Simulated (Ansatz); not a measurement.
The input (input.yaml):

```yaml
crystal:
  periodic: [false, false, false]
  atoms:
    - { symbol: B, position_ang: [-0.496511, 1.324471, 0.563021] }
    - { symbol: Al, position_ang: [-0.278101, -0.677889, -0.025597] }
    - { symbol: F, position_ang: [-0.982203, -1.883713, 0.880268] }
    - { symbol: S, position_ang: [0.862321, -1.292662, -1.803049] }
    - { symbol: H, position_ang: [0.30711, 1.877219, 1.274792] }
    - { symbol: H, position_ang: [-1.410992, 2.01414, 0.183068] }
    - { symbol: H, position_ang: [1.998376, -1.361555, -1.072504] }
basis:
  gaussian: { orbitals: def2-SVP }
hamiltonian:
  xc: cam_b3lyp
  dispersion: d4
phonons: {}
```

Run as:

```bash
$ ansatz run input.yaml --threads 2 --pin off --max-ram 3072MiB --backend cpu --events-out ev --progress --plain --runs-dir out
```

Hardware: 2 threads of Arm Neoverse V2, on a shared host.

Q: Roughly how long does this run take, and how much memory?

A: 38 s, with a peak of 0.17 GiB, for 0 ionic steps.
